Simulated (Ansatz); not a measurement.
Consider the atomization: `CCB(F)Cl` → B• + 2 C• + Cl• + F• + 5 H•.

Computed with Ansatz on PBE0-D4/def2-TZVP structures; ΔE is electronic, products minus reactants. CCSD(T)/CBS is the MP2 limit (def2-TZVPP, def2-QZVPP) plus CCSD(T) − MP2 in def2-TZVPP, frozen cores. This one scheme is used for every species, atoms too. DFT in def2-TZVPP. No spin–orbit coupling; open shells (•) take unrestricted orbitals. Spin–orbit coupling would lower the free atoms: a little for B, C, Cl, F. Each species was taken in one conformer, which may not be the lowest.

`CCB(F)Cl`:

Z-matrix (Å, degrees):
```
C
C 1 1.524
H 1 1.092 2 111.3
H 1 1.092 2 111.4 3 120.2
H 1 1.092 2 111.4 3 -120.2
B 2 1.557 1 115.5 3 -180.0
H 2 1.098 1 111.1 3 -57.4
H 2 1.098 1 111.1 3 57.5
Cl 6 1.761 2 121.6 1 -179.9
F 6 1.319 2 122.0 1 0.2
```

```
             level  ΔE (eV)  difference from CCSD(T)/CBS
         r2SCAN-D4    42.00                         0.40
           PBE0-D4    42.00                         0.40
        r2SCANh-D4    41.78                         0.18
          BHLYP-D4    40.66                        -0.94
           ωB97X-V    41.74                         0.14
            B2PLYP    41.35                        -0.25
              BLYP    41.08                        -0.52
SCS-MP2/def2-TZVPP    41.16                        -0.44
   CCSD/def2-TZVPP    40.18                        -1.42
CCSD(T)/def2-TZVPP    40.73                        -0.87
       CCSD(T)/CBS    41.60                            0
```

Problem. What do rigid-rotor, harmonic-oscillator terms from PBE0-D4/def2-TZVP frequencies (298.15 K, 1 bar) make of the CCSD(T)/CBS value? (Best estimate.)

Solution. Ansatz gave: ΔZPE = -2.00 eV, ΔH = +40.05 eV, ΔS = 1036 J/(mol·K), ΔG = +36.85 eV. Open shells count their whole term as degenerate. Modes under 50 cm⁻¹ make the entropy rough.

Largest T1 diagnostic among the species: 0.014.

In def2-TZVPP, CCSD(T) changes the Hartree–Fock value by +8.64 eV (the triples alone add +0.54 eV) and MP2 by +9.54 eV; breaking electron pairs costs correlation energy, which Hartree–Fock lacks. At CCSD(T), def2-SVP lies −1.48 eV from the extrapolated value and def2-TZVPP −0.88 eV: correlation converges slowly with the basis, and small sets miss more of it in the bonded molecule than in its fragments. Leaving LDA and LC-ωPBE aside and taking each functional with its dispersion term where it has one, the values, not all of them listed here, spread over 1.93 eV, from BHLYP-D4 to PBE-D4. LDA lies +5.09 eV from PBE without D4, its usual overbinding.

For atomizations the MP2-based limit and the directly extrapolated one differ by several kJ/mol either way, and by 10 to 25 for some Ge, Se and Sn compounds, so smaller differences from it don't rank the levels.
